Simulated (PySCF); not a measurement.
A GIAO shielding run with PySCF 2.14.0 with density-fitted response routines (density fitting, non-relativistic, gas phase) on SMILES O(C(CS[SiH2]OC)=O)[SiH3], C3H10O3SSi2:

```
$ OMP_NUM_THREADS=1 python probes_run.py task.json out

{"job": {"kind": "nmr", "xc": "PBE0", "basis": "pcSseg-1"}, "charge": 0, "multiplicity": 1}
C     -1.924585     1.255771     0.629734
O     -1.200941     0.181050     1.172164
Si    -1.331011    -1.411440     0.964655
S     -1.101437    -2.061935    -1.081307
C      0.623434    -1.569101    -1.438029
C      0.864629    -0.155780    -0.983180
O      0.334474     0.813340    -1.457226
O      1.735547    -0.091039     0.007994
Si     2.181798     1.305367     0.794318
H     -1.606400     1.436983    -0.398816
H     -1.709752     2.136148     1.235841
H     -2.996502     1.054339     0.647385
H     -2.649472    -1.941980     1.265686
H     -0.206728    -1.854643     1.762647
H      1.300033    -2.260673    -0.938444
H      0.723838    -1.640780    -2.520339
H      3.393443     0.790538     1.419268
H      2.434464     2.364892    -0.175030
H      1.125365     1.658191     1.733273
```

Hardware: 1 thread of an Intel Xeon, shared host. The job also computes population analyses, field gradients.

Q: How large is the calculation?

A: 96 electrons, 224 basis functions and 1235 auxiliary functions.

Q: How long does it take, and how much memory does it need?

A: 2 min of wall time, with 15 SCF cycles and 5 response iterations; peak memory 1.1 GiB. Times on a shared host scatter by some tens of per cent.
